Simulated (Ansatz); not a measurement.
Reaction (cleavage of the Ge–Si bond): `O[SiH2][SiH2][GeH3]` + `OB(O)O` → `OB(O)[O][GeH3]` + `O[SiH2][SiH3]`

Calculated with Ansatz (gas phase, PBE0-D4/def2-TZVP geometries, no zero-point term in ΔE). CCSD(T)/CBS adds triple-zeta CCSD(T) − MP2 to the extrapolated MP2 energy (def2 sets, frozen cores). This one scheme is used for every species. Functionals use def2-TZVPP. B3LYP here is the variant with VWN-RPA as its local correlation; programs differ in this. For Ge outer-core shells are correlated without core-valence functions, which leaves a few kJ/mol of doubt a bond. Scalar relativity is left out up to krypton. Each species was taken in one conformer, which may not be the lowest.

Is it downhill or uphill in electronic energy at CCSD(T)/CBS, and by how much? (An estimate is asked.)

The calculation gave: Nearly level: ΔE = -1.3 kJ/mol.

What do these levels give: B3LYP-D4, ωB97X-V, B2PLYP, r2SCAN, B3LYP, MP2/def2-TZVPP, CCSD/def2-TZVPP, CCSD(T)/def2-TZVPP, HF/def2-QZVPP, MP2/def2-QZVPP, SCS-MP2/def2-QZVPP, HF/CBS(def2)? (Best estimate.)

The calculation gave: B3LYP-D4 -3.0, ωB97X-V -6.6, B2PLYP -8.5, r2SCAN 0.6, B3LYP -5.6, MP2/def2-TZVPP -7.7, CCSD/def2-TZVPP -7.9, CCSD(T)/def2-TZVPP -6.5, HF/def2-QZVPP -27.3, MP2/def2-QZVPP -5.3, SCS-MP2/def2-QZVPP -13.4, HF/CBS(def2) -27.5 kJ/mol.

Largest T1 diagnostic among the species: 0.012.

In def2-TZVPP, CCSD(T) changes the Hartree–Fock value by +19.0 kJ/mol (the triples alone add +1.4 kJ/mol) and MP2 by +17.8 kJ/mol.
